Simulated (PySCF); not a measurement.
**From computed data to an observable: entropy of an ideal gas**

C₂H₅ClSi₂, SMILES ClC1=C[SiH2][SiH2]1.

Geometry: PBE-D3(BJ)/def2-SVP. This is a generated structure with no PubChem entry under its InChIKey; it may be hypothetical.

PBE-D3(BJ)/def2-SVP (PySCF) gives the harmonic wavenumbers 115, 226, 290, 337, 410, 421, 521, 541, 611, 639, 645, 703, 761, 845, 867, 911, 924, 1129, 1508, 2150, 2158, 2158, 2171, 3093 cm⁻¹ and the rotational temperatures 0.2340, 0.0723, 0.0568 K. The molar mass is 120.68 g/mol, the symmetry number 1, the spin multiplicity 1.

Work out the entropy at 298.15 K and 1 atm in the rigid-rotor, harmonic-oscillator model.


Translation (Sackur–Tetrode at 1 atm): S = R[1.5 ln M + 2.5 ln T − 1.16487] = 168.5 J/(mol K).
Rotation: q = (√π/σ) T^1.5/√(θA θB θC) = 294000, S = R[ln q + 3/2] = 117.2 J/(mol K).
Vibration: with u = 1.4388 ν/T, each mode gives R[u/(e^u − 1) − ln(1 − e^−u)]:
```csv
ν (cm⁻¹),modes,u,S (J/(mol K))
115,1,0.55,13.32
226,1,1.09,7.99
290,1,1.40,6.17
337,1,1.63,5.13
410,1,1.98,3.88
421,1,2.03,3.72
521,1,2.51,2.54
541,1,2.61,2.36
611,1,2.95,1.80
639,1,3.08,1.62
645,1,3.11,1.58
703,1,3.39,1.27
761,1,3.67,1.01
845,1,4.08,0.73
867,1,4.18,0.67
911,1,4.40,0.56
924,1,4.46,0.53
1129,1,5.45,0.23
1508,1,7.28,0.05
```
The stiffer modes add less than 0.005 each. Sum 55.2 J/(mol K).
Spin: R ln 1 = 0.0 J/(mol K).
Total 340.9 J/(mol K); the program's own thermochemistry gives 340.8. Translation makes up 49 % and vibration 16 %. Anharmonicity, hindered rotation and orbital degeneracy are left out.
